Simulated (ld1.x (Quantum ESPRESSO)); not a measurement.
**Cr, TM: configuration errors across variants**

ld1.x (Quantum ESPRESSO) 7.5 input, shortened:

```
&input
   title='Cr', zed=24., rel=1, dft='PZ', iswitch=3,
   config='[Ar] 3d5 4s1 4p0'
 /
 &inputp
   pseudotype=2, tm=.true., lloc=0,
   nlcc=.true., new_core_ps=.true., rcore=0.95
 /
3
3P  2  1   6.00   0.00  0.95  0.95  0.0
3D  3  2   5.00   0.00  1.85  1.85  0.0
4S  1  0   1.00   0.00  2.80  2.80  0.0
 &test
   configts(1)='3p6 3d5 4s1 4p0'
 /
```

All-electron excitation energies from the reference (eV): (1) 3p6 3d5 4s0 4p0 7.140; (2) 3p6 3d4 4s0 4p0 23.483; (3) 3p6 3d3 4s0 4p0 54.509; (4) 3p6 3d5.5 4s0.5 4p0 0.717; (5) 3p6 3d5 4s0.5 4p0 2.818; (6) 3p6 3d4 4s1 4p0 8.252; (7) 3p6 3d4 4s1 4p1 3.612; (8) 3p6 3d5 4s1 4p0 spin -4.916; (9) 3p6 3d5 4s0 4p0 spin 2.685.

Spin tests fill each open shell by Hund’s rule, majority spin first.

Errors AE − PS in meV (a dash: test not solved or not reliable):

```tsv
change	(1)	(2)	(3)	(4)	(5)	(6)	(7)	(8)	(9)	bound ghosts
base	-10	-126	-538	-18	-2.2	-91	-732	+258	+261	none
wave 4s (bound): rc 2.80 bohr becomes 4s (bound): rc 2.04 bohr	-9.1	-120	-523	-17	-2.0	-86	-712	+258	+262	none
wave 4s (bound): rc 2.80 bohr becomes 4s (bound): rc 2.30 bohr	-11	-119	-510	-19	-2.4	-97	-732	+257	+258	none
wave 4s (bound): rc 2.80 bohr becomes 4s (bound): rc 2.64 bohr	-11	-121	-518	-19	-2.4	-95	-733	+257	+259	none
wave 4s (bound): rc 2.80 bohr becomes 4s (bound): rc 2.90 bohr	-9.3	-135	-568	-17	–	-86	-731	+260	+263	none
wave 4s (bound): rc 2.80 bohr becomes 4s (bound): rc 3.06 bohr	-8.4	-147	-609	-16	-1.7	-78	-730	+262	+266	none
wave 4s (bound): rc 2.80 bohr becomes 4s (bound): rc 3.40 bohr	-7.5	-186	-726	-12	-1.1	-55	-730	+268	+272	none
wave 4s (bound): rc 2.80 bohr becomes 4s (bound): rc 3.74 bohr	-9.0	-246	-890	-7.9	-0.8	-23	-728	+277	+276	none
wave 4s (bound): rc 2.80 bohr becomes 4s (bound): rc 3.90 bohr	-11	-285	-986	-5.3	-0.8	-4.8	-728	+282	+278	none
wave 4s (bound): rc 2.80 bohr becomes 4s (bound): rc 4.14 bohr	-14	-328	-1091	-2.5	-0.9	+14	-727	+288	+278	none
```

(1) Give the same row for: wave 4s (bound): rc 2.80 bohr becomes 4s (bound): rc 1.76 bohr.

## Answers

(1) -2.6, -111, -499, -12, -0.7, -29, -584, +254, +274; bound ghosts: none.
